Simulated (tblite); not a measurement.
Compound: C6H7N.
Numbering: `[CH3:1][c:2]1[cH:3][cH:4][n:5][cH:6][cH:7]1` (hydrogens: H8, H9, H10 on C1; H11 on C3; H12 on C4; H13 on C6; H14 on C7)

A start from a force field or distance geometry was refined with GFN2-xTB geometry optimisation, gas phase in tblite. Values at the start:

| coordinate | start |
| --- | --- |
| C1–C2 | 1.513 Å |
| C1–H8 | 1.088 Å |
| C2–C3 | 1.381 Å |
| C3–C4 | 1.398 Å |
| C3–H11 | 1.080 Å |
| C4–N5 | 1.359 Å |
| C4–H12 | 1.077 Å |
| C1–C2–C3 | 120.7° |
| C2–C3–C4 | 118.8° |
| C3–C2–C7 | 119.1° |
| C3–C4–N5 | 123.1° |
| C4–N5–C6 | 116.9° |

Q: How do these coordinates change at the GFN2-xTB level?

A: 
| coordinate | GFN2-xTB (Å or °) | change |
| --- | --- | --- |
| C4–N5 | 1.322 | -0.037 |
| C1–C2 | 1.496 | -0.017 |
| C3–C4 | 1.385 | -0.013 |
| C2–C3 | 1.391 | +0.010 |
| C4–H12 | 1.083 | +0.006 |
| C1–H8 | 1.090 | +0.002 |
| C3–H11 | 1.080 | 0.000 |
| C3–C2–C7 | 117.3 | -1.8 |
| C4–N5–C6 | 117.6 | +0.7 |
| C1–C2–C3 | 121.4 | +0.7 |
| C3–C4–N5 | 123.5 | +0.4 |
| C2–C3–C4 | 119.0 | +0.2 |

The energy falls by 0.075 eV over 14 L-BFGS steps, the largest force on an atom goes from 1.64 to 0.010 eV/Å, and the atoms move by 0.018 Å rms after alignment. The bond that changes most is C4–N5 (aromatic CH next to a ring nitrogen to pyridine-type nitrogen), which shortens by 0.037 Å. Bonds longer at the end by more than 0.005 Å: 2 of 14; shorter: 8. Rotational constants go from 5790, 2551, 1791 to 5925, 2572, 1814 MHz.

The run took under 0.1 s of wall time on one thread of an Arm Neoverse V1, shared host with 32 logical CPUs at a one-minute load of 24.

GFN2-xTB frequencies show an imaginary mode (34i cm⁻¹), so the point is no minimum at that level.

These are computed values.
